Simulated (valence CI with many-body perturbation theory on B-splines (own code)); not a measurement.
# Ir69+: E2, E3, M1, M2 decay

Calculated by configuration interaction combined with many-body perturbation theory (CI+MBPT): six valence electrons over a frozen Dirac-Fock core [He], radial functions for each j: 9 s, 9 p, 8 d, 6 f, 3 g, 1 h, with the one-electron correlation potential Σ1, the two-electron term Σ2, the three-electron term Σ3, Breit, model QED; selected CI, second order for the rest, scaled by the run's own slope (own B-spline code, finite nucleus).

The last digits are not significant, and no measured levels were compared; by estimate large intervals hold to a few tenths of a per cent, small ones and those within an open d or f shell to about a per cent. Among the levels kept, up to 2200 cm⁻¹ of a level comes from second order outside the variational space, and about a tenth of that is noise between levels of different J, which matters for small intervals.

Lines 1 to 50 of 53 in falling wavelength, among levels below 858.53 Ry, chosen from the decays that carry over 1 % of a level's rate. Wavelengths and rates use the calculated energies. Electric multipoles are in the length gauge with retardation, E1 and E2 with the static RPA response of the core. M1 uses the relativistic operator with retardation. S is in atomic units (e²a₀⁴ for E2 and M2, e²a₀⁶ for E3), for M1 in squared Bohr magnetons. Weak lines are less certain than strong ones. Lines between different terms over intervals too small for the method are left out, as are lines whose strength nearly cancels. The highest levels of a list are the least certain.

Levels are named by their leading jj configuration (3d3/2^4 stands for four electrons in 3d with j = 3/2), which in mixed levels can hold well under half, so a name can repeat and another be missing. Letters in brackets count levels of one name in rising energy.

| λ vac (Å) | Upper | Lower | Type | A (s⁻¹) | S (a.u.) |
| --- | --- | --- | --- | --- | --- |
| 191.6 | (2s^2 2p1/2^2 2p3/2^2) J=0 | (2s^2 2p1/2^2 2p3/2^2) J=2 | E2 | 9.69e+01 | 2.23e-05 |
| 7.663 | (2s^2 2p1/2 2p3/2^3) J=1 | (2s^2 2p1/2^2 2p3/2^2) J=0 | M1 | 1.32e+10 | 6.59e-01 |
| 7.457 | (2s^2 2p1/2 2p3/2^2 3p1/2) J=1 [a] | (2s^2 2p1/2^2 2p3/2 3p1/2) J=1 | M1 | 3.53e+10 | 1.63e+00 |
| 7.426 | (2s^2 2p1/2 2p3/2^2 3p1/2) J=2 [a] | (2s^2 2p1/2^2 2p3/2 3p1/2) J=2 | M1 | 3.37e+10 | 2.56e+00 |
| 7.368 | (2s^2 2p1/2 2p3/2^3) J=1 | (2s^2 2p1/2^2 2p3/2^2) J=2 | M1 | 3.62e+10 | 1.61e+00 |
| 7.287 | (2s^2 2p1/2 2p3/2^3) J=2 | (2s^2 2p1/2^2 2p3/2^2) J=2 | M1 | 2.16e+10 | 1.55e+00 |
| 7.287 | (2s^2 2p1/2 2p3/2^3) J=2 | (2s^2 2p1/2^2 2p3/2^2) J=2 | E2 | 3.28e+08 | 3.00e-05 |
| 7.168 | (2s^2 2p3/2^4) J=0 | (2s^2 2p1/2 2p3/2^3) J=1 | M1 | 9.03e+10 | 1.23e+00 |
| 1.314 | (2s^2 2p1/2^2 2p3/2 3p1/2) J=1 | (2s^2 2p1/2^2 2p3/2^2) J=0 | M1 | 2.54e+10 | 6.41e-03 |
| 1.314 | (2s^2 2p1/2^2 2p3/2 3p1/2) J=2 | (2s^2 2p1/2^2 2p3/2^2) J=0 | E2 | 6.37e+11 | 1.11e-05 |
| 1.310 | (2s^2 2p1/2 2p3/2^2 3p1/2) J=1 [a] | (2s^2 2p1/2 2p3/2^3) J=2 | E2 | 3.39e+11 | 3.51e-06 |
| 1.310 | (2s^2 2p1/2 2p3/2^2 3p1/2) J=1 [a] | (2s^2 2p1/2 2p3/2^3) J=2 | M1 | 1.32e+10 | 3.29e-03 |
| 1.309 | (2s^2 2p1/2 2p3/2^2 3p1/2) J=2 [a] | (2s^2 2p1/2 2p3/2^3) J=2 | M1 | 4.11e+10 | 1.71e-02 |
| 1.309 | (2s^2 2p1/2 2p3/2^2 3p1/2) J=2 [a] | (2s^2 2p1/2 2p3/2^3) J=2 | E2 | 3.30e+10 | 5.67e-07 |
| 1.308 | (2s^2 2p1/2 2p3/2^2 3p1/2) J=1 [a] | (2s^2 2p1/2 2p3/2^3) J=1 | E2 | 3.38e+11 | 3.47e-06 |
| 1.308 | (2s^2 2p1/2 2p3/2^2 3p1/2) J=1 [a] | (2s^2 2p1/2 2p3/2^3) J=1 | M1 | 6.64e+10 | 1.65e-02 |
| 1.307 | (2s^2 2p1/2 2p3/2^2 3p1/2) J=3 | (2s^2 2p1/2 2p3/2^3) J=2 | E2 | 1.99e+12 | 4.74e-05 |
| 1.307 | (2s^2 2p1/2 2p3/2^2 3p1/2) J=2 [a] | (2s^2 2p1/2 2p3/2^3) J=1 | E2 | 1.59e+12 | 2.70e-05 |
| 1.305 | (2s^2 2p1/2^2 2p3/2 3p1/2) J=1 | (2s^2 2p1/2^2 2p3/2^2) J=2 | E2 | 1.70e+12 | 1.72e-05 |
| 1.305 | (2s^2 2p1/2^2 2p3/2 3p1/2) J=1 | (2s^2 2p1/2^2 2p3/2^2) J=2 | M1 | 6.60e+10 | 1.63e-02 |
| 1.305 | (2s^2 2p1/2^2 2p3/2 3p1/2) J=2 | (2s^2 2p1/2^2 2p3/2^2) J=2 | E2 | 2.34e+12 | 3.95e-05 |
| 1.305 | (2s^2 2p1/2^2 2p3/2 3p1/2) J=2 | (2s^2 2p1/2^2 2p3/2^2) J=2 | M1 | 3.97e+10 | 1.63e-02 |
| 1.304 | (2s^2 2p1/2 2p3/2^2 3p1/2) J=3 | (2s^2 2p1/2 2p3/2^3) J=1 | E2 | 3.31e+11 | 7.81e-06 |
| 1.301 | (2s^2 2p1/2 2p3/2^2 3p1/2) J=2 [b] | (2s^2 2p1/2 2p3/2^3) J=2 | E2 | 1.12e+12 | 1.87e-05 |
| 1.299 | (2s^2 2p1/2 2p3/2^2 3p1/2) J=1 [b] | (2s^2 2p1/2 2p3/2^3) J=2 | E2 | 8.80e+11 | 8.73e-06 |
| 1.299 | (2s^2 2p1/2 2p3/2^2 3p1/2) J=1 [b] | (2s^2 2p1/2 2p3/2^3) J=2 | M1 | 3.47e+10 | 8.47e-03 |
| 1.299 | (2s 2p1/2^2 2p3/2^2 3p1/2) J=0 | (2s 2p1/2^2 2p3/2^3) J=2 | E2 | 1.74e+12 | 5.75e-06 |
| 1.298 | (2s^2 2p1/2 2p3/2^2 3p1/2) J=2 [b] | (2s^2 2p1/2 2p3/2^3) J=1 | E2 | 2.36e+11 | 3.90e-06 |
| 1.297 | (2s^2 2p1/2 2p3/2^2 3p1/2) J=1 [b] | (2s^2 2p1/2 2p3/2^3) J=1 | E2 | 8.82e+11 | 8.66e-06 |
| 1.292 | (2s^2 2p1/2 2p3/2^2 3p1/2) J=0 | (2s^2 2p1/2 2p3/2^3) J=2 | E2 | 1.74e+12 | 5.62e-06 |
| 1.290 | (2s^2 2p1/2 2p3/2^2 3p1/2) J=0 | (2s^2 2p1/2 2p3/2^3) J=1 | M1 | 4.03e+10 | 3.21e-03 |
| 1.246 | (2s^2 2p1/2 2p3/2^2 3p3/2) J=3 [a] | (2s^2 2p1/2 2p3/2^3) J=2 | E2 | 2.84e+11 | 5.35e-06 |
| 1.246 | (2s^2 2p1/2 2p3/2^2 3p3/2) J=0 | (2s^2 2p1/2 2p3/2^3) J=2 | E2 | 5.87e+11 | 1.57e-06 |
| 1.246 | (2s^2 2p1/2^2 2p3/2 3p3/2) J=2 | (2s^2 2p1/2^2 2p3/2^2) J=0 | E2 | 6.76e+11 | 9.06e-06 |
| 1.246 | (2s^2 2p1/2 2p3/2^2 3p3/2) J=2 | (2s^2 2p1/2 2p3/2^3) J=2 | E2 | 9.31e+10 | 1.25e-06 |
| 1.244 | (2s^2 2p1/2 2p3/2^2 3p3/2) J=1 | (2s^2 2p1/2 2p3/2^3) J=2 | E2 | 9.94e+10 | 7.94e-07 |
| 1.244 | (2s^2 2p1/2 2p3/2^2 3p3/2) J=3 [a] | (2s^2 2p1/2 2p3/2^3) J=1 | E2 | 3.60e+11 | 6.70e-06 |
| 1.244 | (2s^2 2p1/2 2p3/2^2 3p3/2) J=2 | (2s^2 2p1/2 2p3/2^3) J=1 | E2 | 6.22e+11 | 8.26e-06 |
| 1.243 | (2s^2 2p1/2 2p3/2^2 3p3/2) J=4 | (2s^2 2p1/2 2p3/2^3) J=2 | E2 | 6.44e+11 | 1.54e-05 |
| 1.243 | (2s^2 2p1/2 2p3/2^2 3p3/2) J=3 [b] | (2s^2 2p1/2 2p3/2^3) J=2 | E2 | 4.02e+11 | 7.46e-06 |
| 1.242 | (2s^2 2p1/2^2 2p3/2 3p3/2) J=3 | (2s^2 2p1/2^2 2p3/2^2) J=2 | E2 | 1.31e+12 | 2.42e-05 |
| 1.242 | (2s^2 2p1/2^2 2p3/2 3p3/2) J=1 | (2s^2 2p1/2^2 2p3/2^2) J=2 | E2 | 1.33e+12 | 1.05e-05 |
| 1.242 | (2s^2 2p1/2 2p3/2^2 3p3/2) J=1 | (2s^2 2p1/2 2p3/2^3) J=1 | E2 | 5.73e+11 | 4.54e-06 |
| 1.241 | (2s^2 2p1/2 2p3/2^2 3p3/2) J=3 [b] | (2s^2 2p1/2 2p3/2^3) J=1 | E2 | 2.92e+11 | 5.37e-06 |
| 1.235 | (2s^2 2p1/2^2 2p3/2 3p3/2) J=0 | (2s^2 2p1/2^2 2p3/2^2) J=2 | E2 | 3.40e+12 | 8.70e-06 |
| 1.212 | (2s^2 2p1/2^2 2p3/2 3d5/2) J=4 | (2s^2 2p1/2^2 2p3/2^2) J=2 | M2 | 9.55e+10 | 2.01e-06 |
| 1.212 | (2s^2 2p1/2^2 2p3/2 3d5/2) J=4 | (2s^2 2p1/2^2 2p3/2^2) J=2 | E3 | 7.13e+09 | 7.84e-07 |
| 1.064 | (2s^2 2p1/2 2p3/2^2 3p3/2) J=3 [a] | (2s^2 2p1/2^2 2p3/2^2) J=2 | E2 | 7.12e+11 | 6.07e-06 |
| 1.064 | (2s^2 2p1/2 2p3/2^2 3p3/2) J=0 | (2s^2 2p1/2^2 2p3/2^2) J=2 | E2 | 1.57e+12 | 1.91e-06 |
| 1.064 | (2s^2 2p1/2 2p3/2^2 3p3/2) J=2 | (2s^2 2p1/2^2 2p3/2^2) J=2 | E2 | 6.93e+11 | 4.22e-06 |
